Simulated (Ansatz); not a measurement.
Reaction (atomization): `F[Si@H]1C[Si@@H]1[SeH]` → C• + F• + 5 H• + Se• + 2 Si•

Isolated molecules relaxed with PBE0-D4/def2-TZVP in Ansatz; ΔE leaves out vibrations. CCSD(T)/CBS is the MP2 limit (def2-TZVPP, def2-QZVPP) plus CCSD(T) − MP2 in def2-TZVPP, frozen cores. This one scheme is used for every species, atoms too. For atomizations the MP2-based limit and the directly extrapolated one differ by several kJ/mol either way, and by 10 to 25 for some Ge, Se and Sn compounds, so smaller differences from it don't rank the levels. Functionals use def2-TZVPP. Open shells (•) are unrestricted, without spin–orbit coupling. Spin–orbit coupling would lower the free atoms: a little for C, F, Si; clearly for Se. Bonds to Se are less sure, by a few kJ/mol each and by 10 to 20 or more in all where they break to atoms, as the def2 sets lack core-valence functions. Scalar relativity is left out up to krypton. Each species was taken in one conformer, which may not be the lowest.

CCSD(T)/CBS gives +806.9 kcal/mol.

Question: Another level gave +810.2 kcal/mol. Which?
A. B97M-V/def2-TZVPP
B. revPBE/def2-TZVPP
C. BLYP/def2-TZVPP
D. CAM-B3LYP/def2-TZVPP

Answer: A. B97M-V 810.2, BLYP 782.3, CAM-B3LYP 796.1, revPBE 778.3 kcal/mol.

Largest T1 diagnostic among the species: 0.012.

Leaving LDA and LC-ωPBE aside and taking each functional with its dispersion term where it has one, the values, not all of them listed here, spread over 34.3 kcal/mol, from BHLYP-D4 to PBE-D4. LDA lies +111.1 kcal/mol from PBE without D4, its usual overbinding. From r2SCAN to r2SCAN0 (25 % exact exchange), in def2-TZVPP and without D4, ΔE moves by −13.1 kcal/mol: exact exchange takes away binding that semilocal exchange gives to molecules. The D4 term adds +10.5 kcal/mol with B3LYP and +5.5 kcal/mol with PBE0; it sums over pairs of atoms, weighted by their polarisabilities, and B3LYP, whose exchange is more repulsive, gets the larger term.

B3LYP here is the variant with VWN-RPA as its local correlation; programs differ in this.
